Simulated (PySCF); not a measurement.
## Telling isomers of C8H7F apart by NMR

Theoretical values (PySCF): geometry from PBE0-D3(BJ)/def2-SVP, couplings computed with B3LYP/pcJ-1 (spin–dipole term left out of most H,H and C,H couplings), PBE0/pcSseg-1 with gauge-including orbitals. In vacuum, fast rotation and ring inversion assumed for equivalent nuclei, non-relativistic Hamiltonian, one conformer.

Referencing at the same level of theory: 1H, 13C against TMS. Multiplet labels drop J under 1 Hz and among equivalent protons, and merge close values. Unscaled 3J(H,H) run several per cent high. One-bond C–F couplings are unscaled and too large by tens of Hz. Shifts are as computed. Against solution values, carbons near 30 ppm lie about +2 ppm off and those near 130 ppm about +5 ppm (rms about the fit 1.9 ppm; single classes can miss by 10 ppm). Of 1328 compounds with measured shifts, 309 miss one by over three times the rms of a fit or turn the order of signals round; such compounds aren't used in these exercises. Signals without a measured value on file couldn't be tested in this way; 1H shifts scatter by 0.2 ppm about their fit, and single ones miss by 0.5 ppm.

(1) Tabulate the signals of `C=Cc1ccc(F)cc1`, `C=Cc1cccc(F)c1` and their relative energies.

(2) What is the quickest way to tell C=Cc1ccc(F)cc1 from C=Cc1cccc(F)c1?

Results:

(1) 
| SMILES | carbon types | δC | δH | E rel. (kcal/mol) |
| --- | --- | --- | --- | --- |
| C=Cc1ccc(F)cc1 | 2×C 5×CH 1×CH2 | 170.2, 143.4, 136.4, 133.3, 120.6, 118.2 | 7.53 (dd, 2H), 7.10 (dd, 2H), 6.58 (dd, 1H), 6.08 (d, 1H), 5.52 (d, 1H) | 0.2 |
| C=Cc1cccc(F)c1 | 2×C 5×CH 1×CH2 | 170.8, 144.0, 143.6, 135.6, 130.4, 120.8, 120.6, 113.7 | 7.53 (ddd, 1H), 7.37 (ddd, 1H), 7.02 (ddd, 1H), 6.91 (dd, 1H), 6.63 (ddd, 1H), 6.21 (d, 1H), 5.64 (d, 1H) | 0.0 |

Energies are electronic energies at PBE0/pcSseg-1 on these geometries, without zero-point or thermal terms, each for the one conformer computed, which needn't be the lowest.

(2) Count the carbon signals: 6 against 8. The first has a substituted aromatic carbon (C) at 136.4 ppm, the second a substituted aromatic carbon (C) at 143.6 ppm. Their most deshielded carbons lie at 170.2 and 170.8 ppm.
